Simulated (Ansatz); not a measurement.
`CNB[SiH3]` + `BO` → `BOB[SiH3]` + CH₃NH₂ at 400 K and 1 bar (ligand exchange at a B–N bond).

Program: Ansatz. Geometries: PBE0-D4/def2-TZVP. ΔE: electronic, gas phase. CBS: MP2 limit from def2 TZ/QZ plus the TZ coupled-cluster correction, frozen cores. This one scheme is used for every species. One conformer a species, not always the lowest.

```
    species  CCSD(T)/CBS energy (Eh)  H − E (kJ/mol)  S (J/(mol·K))
`CNB[SiH3]`               -411.45901           276.1          363.1
       `BO`               -101.80414           108.2          244.0
`BOB[SiH3]`               -417.48760           196.2          370.6
     CH₃NH₂                -95.75281           185.4          256.0
```

H − E and S are ideal-gas, rigid-rotor, harmonic terms from PBE0-D4/def2-TZVP, for one conformer and one mirror image of each species. 1 Eh = 2625.50 kJ/mol, R = 8.31446 J/(mol·K).

By hand: ΔE, ΔH, ΔS and ΔG.

ΔE = (-417.48760) + (-95.75281) − (-411.45901) − (-101.80414) = 0.02274 Eh = 59.7 kJ/mol. Δ(H − E) = 196.2 + 185.4 − 276.1 − 108.2 = -2.7, so ΔH = 57.0 kJ/mol. ΔS = 370.6 + 256.0 − 363.1 − 244.0 = 19.5 J/(mol·K). ΔG = 57.0 − 400 × (19.5)/1000 = 49.2 kJ/mol.

By hand: the equilibrium constant, and the temperature at which ΔG would vanish if ΔH and ΔS stayed fixed.

log₁₀ K = −ΔG/(RT ln 10) = -6.4. ΔG = 0 at ΔH/ΔS = 2923 K, far beyond where these terms or the molecules hold.

ΔH outweighs TΔS. A doubt of 5 kJ/mol in ΔE shifts log₁₀ K by 0.7 here. Other conformers and mirror images would add mixing entropy, several J/(mol·K) or more a flexible species. Modes under 60 cm⁻¹, often nearly free rotors, make the harmonic entropy too high. These are equilibria of isolated gas molecules and say nothing of rates. Largest T1 diagnostic: 0.014 (customary marks: 0.02 for closed shells, 0.045 for open ones).
